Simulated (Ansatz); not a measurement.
Basis-set extrapolation for Cl₂H₄O₂Si₂, SMILES `O[SiH](O)[SiH](Cl)Cl` (PBE0-D4/def2-TZVP geometry, frozen core, Ansatz). Multiplicity 1, RHF reference.

```csv
,def2-TZVPP,def2-QZVPP
HF,-1649.253418,-1649.304721
MP2 correlation,-1.088977,-1.188295
CCSD(T) correlation,-1.188961,not run
```

Energies in hartree. Use E(X) = E(∞) + A·exp(−7.88·√X) for Hartree–Fock and E(X) = E(∞) + B·X^(−2.97) for correlation, with X = 3 and 4, and add CCSD(T) minus MP2 of the smaller set to the MP2 limit.

**Question.** What is the CCSD(T) energy at the basis-set limit?

**Answer.** HF limit: -1649.304721 + (-0.051303) × 0.13774 = -1649.31179. MP2 limit: -1.188295 + (-0.099318) × 0.74074 = -1.26186. Higher-order term: -1.188961 − (-1.088977) = -0.09998. Total: -1650.67363 hartree, 607.1 kJ/mol below CCSD(T)/def2-TZVPP.
